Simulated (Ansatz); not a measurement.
Other settings, tried on the cluster Al₆N₆ (the lowest singlet isomer of a short search).

```yaml
crystal:
  periodic: [false, false, false]
  atoms:
    - {symbol: Al, position_ang: [-0.975222, 1.371852, -1.050740]}
    - {symbol: Al, position_ang: [1.091442, -1.198414, 1.215338]}
    - {symbol: Al, position_ang: [0.716368, 1.224709, 1.367799]}
    - {symbol: Al, position_ang: [1.337414, -0.315398, -1.130240]}
    - {symbol: Al, position_ang: [-1.167645, -1.429782, -0.726126]}
    - {symbol: Al, position_ang: [-1.537937, 0.028551, 1.488705]}
    - {symbol: N, position_ang: [2.037761, 0.296009, 0.464391]}
    - {symbol: N, position_ang: [-0.977883, 1.717898, 0.713695]}
    - {symbol: N, position_ang: [0.165128, 0.580421, -2.275474]}
    - {symbol: N, position_ang: [0.053948, -0.247049, 2.406809]}
    - {symbol: N, position_ang: [-1.315806, -0.119750, -2.061974]}
    - {symbol: N, position_ang: [0.572423, -1.909067, -0.412163]}
basis:
  gaussian: {orbitals: def2-SVP, point_charges: [{charge: 0.50, position_ang: [5.228, 0.931, 0.853]}]}
magnetization: {spin_polarized: true, initial_magnetization: 2}
hamiltonian: {xc: {name: wB97}}
scf: {omitted_lower_state_checks: [starts]}
```

```sh
$ ansatz run in.yaml --threads 4 --pin off --events-out ev --progress --plain --max-ram 6963MiB
```

Shortened log:

```
Functional definition: wB97
2190 factors; their error is unknown
780 factors; integrals over basis functions are off by at most 7.6e-6 eV
mean field evaluation 1: about -48471.9590 eV, gradient 7.5e1 eV
mean field evaluation 2: about -48436.1149 eV, gradient 1.1e2 eV
mean field evaluation 4: about -48499.0102 eV, gradient 9.8e0 eV
mean field evaluation 8: about -48499.8603 eV, gradient 1.2e0 eV
mean field evaluation 16: about -48500.2252 eV, gradient 3.4e-1 eV
mean field evaluation 32: about -48500.0783 eV, gradient 1.4e-3 eV
mean field -48500.07830754 eV, -1782.3450032684 hartree, gradient 3.1e-5 eV, S^2 2.065561; 0 other end points of the search recorded, 0 dependent functions left out
reference -48500.07829594 eV, -1782.3450028419 hartree; 61, 59 occupied and 131, 133 virtual orbitals, 2190 factors
Total energy: -48500.07829594 eV, -1782.3450028419 hartree
Checks for a lower state left out: starts
```

It took 1.7 min on 4 threads of Arm Neoverse V2 on a shared host, peak host memory 1.9 GiB.
